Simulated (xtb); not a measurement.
(Z)-1-bromo-2-chloroethene (C2H2BrCl), SMILES C(=C/Br)/Cl. All values are semi-empirical tight-binding results from xtb (GFN2-xTB unless named), good for trends rather than for accurate numbers. Coordinates come from a GFN2-xTB optimisation.

- point group as xtb finds it = Cs
- orbital gap = 3.98 eV
- zero-point energy = 20.0 kcal/mol
- G − E(el) at 298.15 K (modified RRHO) = 1.5 kcal/mol
- static polarisability (D4 model) = 59.1 bohr³
- solvation energy, GFN2-xTB/ALPB(water) = -2.0 kcal/mol
- solvation energy, GFN2-xTB/ALPB(octanol) = -4.8 kcal/mol
